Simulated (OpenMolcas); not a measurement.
Ru5+ (d3) among equal point charges was computed by CASSCF with the d shell active (OpenMolcas, ANO-RCC-VTZP on the metal). Its lowest spin-free states, and all those of the highest spin:

```
2S+1  Degeneracy  E (cm-1)
   4           1       0.0
   4           2      3972
   4           1      4524
   4           1      7223
   4           2      7456
   2           1     18064
   2           1     18250
   2           2     18626
   2           1     18768
   4           1     19454
   2           1     20374
   4           2     20785
```

Task: Is the site octahedral, tetrahedral or cube-like, axial, or of lower symmetry?

Result: The states with 2S+1 = 4 have orbital degeneracies 1, 2, 1, 1, 2, 1, 2. There are pairs but no triples, so the site is axial: not cubic, but with a proper or improper axis of order three or more. The run had Ru5+ among 6 point charges of -1.7 e arranged as a tetragonal octahedron (D4h), 2.07 Å from the ion, with the axial distance 2.173 Å.

Without dynamic correlation the repulsion within the d shell is too large (B by tens of per cent), so at a given field states of lower spin stand too high. This is an electrostatic model: the charges have no orbitals. No measured value stands beside these numbers.
